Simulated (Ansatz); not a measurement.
Relaxation of C2H15NOSi4 (23 atoms, charge 0, multiplicity 1), to a largest force component of 0.02 eV/Å in at most 40 steps.

These are results of Ansatz 0.2.0, RKS PBE0/STO-3G, not measurements.

```xyz
23
Properties=species:S:1:pos:R:3:forces:R:3
Si 0.000 0.000 0.000 -0.37 -0.29 2.37
N 0.000 0.000 1.820 0.47 -0.81 -2.76
C -1.216 -0.376 2.555 0.14 1.98 0.35
H -1.864 -1.000 1.905 0.11 2.02 1.46
H -0.938 -0.953 3.461 -0.37 0.03 -0.15
H -1.766 0.540 2.855 -0.23 -0.14 0.46
C 1.216 0.376 2.555 -0.87 -0.18 0.20
H 1.464 -0.416 3.292 0.24 0.31 0.10
H 2.058 0.494 1.842 -0.40 -0.01 0.62
H 1.046 1.335 3.087 0.46 -0.08 0.21
Si 2.094 0.000 -0.739 0.89 -0.23 -0.38
H 2.551 -1.376 -0.908 0.07 0.46 0.00
H 2.157 0.694 -2.022 0.12 -0.22 0.38
H 2.951 0.682 0.226 0.01 -0.18 -0.58
Si -1.046 1.812 -0.739 -0.69 0.71 -0.36
H -2.430 1.478 -1.061 0.33 0.33 0.02
H -1.022 2.844 0.293 -0.07 -0.18 -0.41
H -0.374 2.307 -1.937 -0.32 0.00 0.33
O -0.791 -1.371 -0.559 -0.11 -0.39 -0.51
Si -1.673 -2.433 0.398 0.42 -1.06 -0.17
H -1.263 -2.287 1.792 0.06 -2.32 -1.12
H -3.096 -2.132 0.276 0.22 -0.11 0.12
H -1.426 -3.804 -0.040 -0.12 0.34 -0.16
```

**Question.** Where does it end, and by what steps?

**Answer.** The run converged. Limits of this set-up: minimal basis. After 18 steps the energy has fallen by 1.768 eV; H9 moved furthest, 1.74 Å.

```json
{"step": "0", "energy less start (eV)": "0.0000", "largest force component (eV/Å)": "2.765", "accepted": "yes"}
{"step": "1", "energy less start (eV)": "-0.9220", "largest force component (eV/Å)": "0.979", "accepted": "yes"}
{"step": "2", "energy less start (eV)": "-1.2737", "largest force component (eV/Å)": "0.509", "accepted": "yes"}
{"step": "3", "energy less start (eV)": "-1.4394", "largest force component (eV/Å)": "0.522", "accepted": "yes"}
{"step": "4", "energy less start (eV)": "-1.5381", "largest force component (eV/Å)": "0.331", "accepted": "yes"}
{"step": "5", "energy less start (eV)": "-1.5961", "largest force component (eV/Å)": "0.188", "accepted": "yes"}
{"step": "6", "energy less start (eV)": "-1.6330", "largest force component (eV/Å)": "0.163", "accepted": "yes"}
{"step": "7", "energy less start (eV)": "-1.6529", "largest force component (eV/Å)": "0.400", "accepted": "yes"}
{"step": "8", "energy less start (eV)": "-1.6761", "largest force component (eV/Å)": "0.280", "accepted": "yes"}
{"step": "9", "energy less start (eV)": "-1.6935", "largest force component (eV/Å)": "0.366", "accepted": "yes"}
{"step": "10", "energy less start (eV)": "-1.7363", "largest force component (eV/Å)": "0.192", "accepted": "yes"}
{"step": "11", "energy less start (eV)": "-1.7447", "largest force component (eV/Å)": "0.179", "accepted": "yes"}
{"step": "12", "energy less start (eV)": "-1.7528", "largest force component (eV/Å)": "0.134", "accepted": "yes"}
{"step": "13", "energy less start (eV)": "-1.7560", "largest force component (eV/Å)": "0.123", "accepted": "yes"}
{"step": "14", "energy less start (eV)": "-1.7633", "largest force component (eV/Å)": "0.031", "accepted": "yes"}
{"step": "15", "energy less start (eV)": "-1.7657", "largest force component (eV/Å)": "0.056", "accepted": "yes"}
{"step": "16", "energy less start (eV)": "-1.7668", "largest force component (eV/Å)": "0.069", "accepted": "yes"}
{"step": "17", "energy less start (eV)": "-1.7673", "largest force component (eV/Å)": "0.051", "accepted": "yes"}
{"step": "18", "energy less start (eV)": "-1.7678", "largest force component (eV/Å)": "0.019", "accepted": "yes"}
```

```xyz
23
Properties=species:S:1:pos:R:3
Si -0.037 -0.032 -0.019
N -0.230 -0.294 1.736
C -1.207 0.538 2.480
H -2.155 0.596 1.923
H -1.420 0.074 3.458
H -0.862 1.574 2.676
C 0.995 -0.492 2.552
H 0.724 -0.934 3.525
H 1.677 -1.190 2.042
H 1.553 0.444 2.758
Si 2.128 0.337 -0.592
H 2.969 -0.803 -0.312
H 2.234 0.631 -2.002
H 2.665 1.468 0.127
Si -1.387 1.650 -0.730
H -2.788 1.344 -0.560
H -1.110 2.867 -0.003
H -1.159 1.920 -2.130
O -0.529 -1.503 -0.721
Si -1.198 -2.653 0.339
H -0.256 -3.196 1.295
H -2.380 -2.199 1.043
H -1.598 -3.734 -0.534
```

Whether the end is a true minimum wasn't checked by a vibrational analysis.

Run time: 2.8 min on 1 thread of AMD EPYC 7R43 64-Core Processor (Zen 3), on a shared host, peak memory 0.24 GiB.
